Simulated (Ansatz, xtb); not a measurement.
Ranking isomers of C4H3NO3S

3 gas-phase structures of C4H3NO3S, from a drawn sample of its isomers (lower ones may exist). Each was relaxed with GFN2-xTB; where two conformers were screened, the lower at r2SCAN-D4/def2-SVP is listed:

A. `N#C[C@@]1(S)COC(=O)O1`, a singlet
B. `N#C[C@@H]1OC(=O)O[C@@H]1S`, a singlet
C. `N#C[C@@H]1OC(=O)O[C@H]1S`, a singlet

Problem. Make a reasoned guess at their ranking by r2SCAN-D4/def2-SVP single-point energy.

Solution. Calculated order at r2SCAN-D4/def2-SVP: C (0.0), A (0.3), B (1.7) kcal/mol. Less than 1 kcal/mol parts C and A, so the order within that pair means little.

Energies above the lowest of each column, in kcal/mol; the last columns are at B3LYP/def2-SVP geometries:

| structure | GFN2-xTB | HF/STO-3G | r2SCAN-D4/def2-SVP | B3LYP/def2-SVP | CCSD(T)/def2-SVP + ΔMP2/def2-TZVPP |
| --- | --- | --- | --- | --- | --- |
| C | 0.2 | 0.0 | 0.0 | 0.0 | 0.0 |
| A | 0.0 | 0.3 | 0.3 | 0.7 | 0.9 |
| B | 1.9 | 1.0 | 1.7 | 1.3 | 1.2 |

Every level run on C puts it lowest or level with the lowest. Flexible structures stand in one conformer each, not always the lowest. ΔMP2 is the change of the MP2 energy from the smaller to the larger basis.

Programs: Ansatz 0.2.0, xtb 6.7.1.
